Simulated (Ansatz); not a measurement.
Input file for Ansatz (a program for electronic structure): U-CCSD(T)/def2-SVP on BiH3 (SMILES [BiH3]), a point of a bond scan (R = 1.617 Å). Elements past Kr take the def2 small-core potentials; no spin–orbit coupling. The run froze 9 orbitals, filled d shells among them.

Ansatz 0.2 input:
```yaml
crystal:
  periodic: [false, false, false]
  atoms:
    - {symbol: Bi, position_ang: [0.00064571, -0.00113707, 0.03585399]}
    - {symbol: H, position_ang: [-1.32322136, -0.19213101, -0.87262450]}
    - {symbol: H, position_ang: [0.91972929, -1.10344750, -1.04483824]}
    - {symbol: H, position_ang: [0.49699466, 1.41117705, -0.95747634]}
basis:
  gaussian:
    orbitals: def2-SVP
correlation: {method: ccsd_t, electrons: outside_noble_gas}
scf: {omitted_lower_state_checks: [cluster_reference]}
magnetization: {spin_polarized: true, initial_magnetization: 0}
```

It printed:

```
WARN ansatz: RAYON_NUM_THREADS=1 ignored (pool sized by the plan → 1); use --threads N
Functional definition: HF
these checks for a lower state are left out or cut short: cluster_reference
integrals: 0.02 GiB planned
486 factors; integrals over basis functions are off by at most 4.3e-4 eV
mean field: 0.08 GiB planned
mean field evaluation 1: about -5856.7729 eV, gradient 5.2e0 eV
mean field evaluation 2: about -5856.7798 eV, gradient 5.2e0 eV
mean field evaluation 4: about -5857.0950 eV, gradient 3.5e-1 eV
mean field evaluation 8: about -5857.0959 eV, gradient 1.8e-4 eV
mean field -5857.09590440 eV, -215.2443044045 hartree, gradient 2.2e-6 eV, S^2 0.000000; 0 other end points of the search recorded, 0 dependent functions left out
9 core orbitals not correlated
reference -5857.09590440 eV, -215.2443044045 hartree; 4, 4 occupied and 28, 28 virtual orbitals, 486 factors
second order -2.81425487 eV of doubles, -0.00000000 eV of singles
coupled cluster: 0.07 GiB planned
cycle   1  -3.30758094 eV  change   -4.9e-1 eV  update   6.0e-2
cycle   2  -3.51254345 eV  change   -2.0e-1 eV  update   2.4e-2
cycle   3  -3.52343326 eV  change   -1.1e-2 eV  update   6.2e-3
cycle   4  -3.52328351 eV  change    1.5e-4 eV  update   1.8e-3
cycle   5  -3.52285188 eV  change    4.3e-4 eV  update   5.3e-4
cycle   6  -3.52276480 eV  change    8.7e-5 eV  update   1.4e-4
cycle   7  -3.52282198 eV  change   -5.7e-5 eV  update   3.2e-5
cycle   8  -3.52281737 eV  change    4.6e-6 eV  update   7.5e-6
perturbative correction -0.07177590 eV, -0.0026377155 hartree
Total energy: -5860.69049766 eV, -215.3764032704 hartree
Checks for a lower state left out: cluster_reference
```

The calculation finished and met its thresholds.

Cost: roughly 0.9 core-seconds.
